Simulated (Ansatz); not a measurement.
`FB[SiH3]` + ethanol → `CCO[SiH3]` + `BF` at 700 K and 1 bar (cleavage of the Si–B bond).

Gas-phase electronic energies from Ansatz, PBE0-D4/def2-TZVP geometries. CCSD(T)/CBS adds triple-zeta CCSD(T) − MP2 to the extrapolated MP2 energy (def2 sets, frozen cores). This one scheme is used for every species. Each species was taken in one conformer, which may not be the lowest.

```json
{"species": "`FB[SiH3]`", "CCSD(T)/CBS energy (Eh)": "-416.08982", "H − E (kJ/mol)": "157.1", "S (J/(mol·K))": "377.6"}
{"species": "`CCO`", "CCSD(T)/CBS energy (Eh)": "-154.88256", "H − E (kJ/mol)": "262.0", "S (J/(mol·K))": "346.5"}
{"species": "`CCO[SiH3]`", "CCSD(T)/CBS energy (Eh)": "-445.19614", "H − E (kJ/mol)": "326.2", "S (J/(mol·K))": "444.4"}
{"species": "`BF`", "CCSD(T)/CBS energy (Eh)": "-125.82039", "H − E (kJ/mol)": "88.4", "S (J/(mol·K))": "262.0"}
```

H − E and S are ideal-gas, rigid-rotor, harmonic terms from PBE0-D4/def2-TZVP, for one conformer and one mirror image of each species. 1 Eh = 2625.50 kJ/mol, R = 8.31446 J/(mol·K).

Task: By hand: ΔE, ΔH, ΔS and ΔG.

Result: ΔE = (-445.19614) + (-125.82039) − (-416.08982) − (-154.88256) = -0.04415 Eh = -115.9 kJ/mol. Δ(H − E) = 326.2 + 88.4 − 157.1 − 262.0 = -4.5, so ΔH = -120.4 kJ/mol. ΔS = 444.4 + 262.0 − 377.6 − 346.5 = -17.7 J/(mol·K). ΔG = -120.4 − 700 × (-17.7)/1000 = -108.0 kJ/mol.

Task: By hand: the equilibrium constant, and the temperature at which ΔG would vanish if ΔH and ΔS stayed fixed.

Result: log₁₀ K = −ΔG/(RT ln 10) = 8.1. ΔG = 0 at ΔH/ΔS = 6802 K, far beyond where these terms or the molecules hold.

ΔH outweighs TΔS. A doubt of 5 kJ/mol in ΔE shifts log₁₀ K by 0.4 here. Other conformers and mirror images would add mixing entropy, several J/(mol·K) or more a flexible species. Modes under 60 cm⁻¹, often nearly free rotors, make the harmonic entropy too high. These are equilibria of isolated gas molecules and say nothing of rates. Largest T1 diagnostic: 0.014 (customary marks: 0.02 for closed shells, 0.045 for open ones).
